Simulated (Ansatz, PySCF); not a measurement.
This triplet is an excited state, 1.15 eV above the relaxed singlet at the level frozen-core CCSD(T)/cc-pVTZ // B3LYP-D3(BJ)/def2-TZVP (Ansatz, a quantum-chemistry and plane-wave program).

B3LYP has the VWN-RPA correlation part, as in Gaussian. 

## CH$_{4}$NS, SMILES `C[N+]S` (excited triplet; C–N–S–H torsion 106°) (charge 1, multiplicity 3)

These are B3LYP-D3(BJ)/def2-TZVP (PySCF) values and carry that method's errors.

| Item | Result |
|---|---|
| highest occupied spin orbital | -13.60 eV |
| total energy | -13418.96 eV |
| cost | about 60 core-seconds (a rough figure) |

```xyz
7

C     -0.8776    -0.2487    -0.0781
N      0.4405     0.1067     0.3000
S      1.6458     1.0470    -0.1543
H     -1.5021     0.6591    -0.0628
H     -0.8827    -0.6545    -1.0975
H     -1.2703    -0.9688     0.6404
H      2.4464     0.0593    -0.6542
```
Charge +1, spin multiplicity 3.
